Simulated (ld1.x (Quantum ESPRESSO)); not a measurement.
# Reading a pseudo-wave (silver (Ag))

Columns: radius, all-electron u(r) and pseudo u(r) of the 5s shell (level -4.40 eV) of silver in the configuration [Kr] 4d10 5s1 5p0; PBE, scalar-relativistic, PAW scheme, ld1.x (Quantum ESPRESSO) 7.5.

```
r (bohr)  all-electron  pseudo
   0.158        0.0058  0.0632
   0.315        0.1524  0.1254
   0.473       -0.0761  0.1865
   0.630       -0.2456  0.2451
   0.788       -0.2537  0.3015
   0.945       -0.1523  0.3542
   1.102       -0.0066  0.4031
   1.260        0.1431  0.4480
   1.418        0.2757  0.4882
   1.575        0.3834  0.5231
   1.732        0.4670  0.5527
   1.890        0.5286  0.5769
   2.047        0.5708  0.5952
   2.205        0.5975  0.6078
   2.362        0.6111  0.6144
   2.520        0.6146  0.6151
   2.678        0.6099  0.6099
   2.835        0.5989  0.5989
   2.992        0.5833  0.5833
   3.150        0.5640  0.5640
   3.308        0.5422  0.5422
   3.465        0.5189  0.5189
   3.622        0.4945  0.4945
   3.780        0.4694  0.4694
   3.938        0.4442  0.4442
   4.095        0.4194  0.4194
```

(1) How many radial nodes do the two functions have?

(2) At about which radius was the pseudo-wave matched?

(3) Is the pseudo-wave norm-conserving?

Results:

(1) The all-electron 5s function has n − l − 1 = 4 (the table is too coarse to show those close to the nucleus); the pseudo-wave has 0, since the states of the same l below it are removed with the core.

(2) 2.70 bohr. The columns agree to 0.0005 from 2.52 bohr on; several derivatives are matched, so the curves merge somewhat inside the radius.

(3) No, it belongs to a PAW set: the norm inside the radius is not constrained, and the difference is carried by the augmentation charge.
